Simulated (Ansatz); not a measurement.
```xyz
10

Si   -1.377   -0.379    0.838
O    -0.261    0.560    0.069
C     0.769    0.020   -0.712
S     1.818    1.294   -1.425
H    -2.266    0.550    1.568
H    -0.707   -1.316    1.784
H    -2.151   -1.187   -0.144
H     0.371   -0.526   -1.575
H     1.387   -0.668   -0.125
H     2.417    1.652   -0.278
```

Charge 0, multiplicity 1.

(1) List the B3LYP/def2-TZVPP orbital energies in eV (the Gaussian-basis code of Ansatz). (Estimate.)

Results:

(1) Ansatz gave: Occupied: -2417.96, -1799.56, -520.87, -279.37, -215.96, -160.54, -160.44, -160.29, -144.03, -99.38, -99.33, -99.32, -28.27, -21.29, -17.70, -15.39, -13.58, -12.81, -12.20, -10.55, -9.94, -9.49, -8.76, -8.27, -6.98. Lowest empty: -0.21, 0.27, 0.80, 1.44, 1.48, 1.87, 2.20, 2.46.

B3LYP here is the variant with VWN-RPA as its local correlation; programs differ in this.
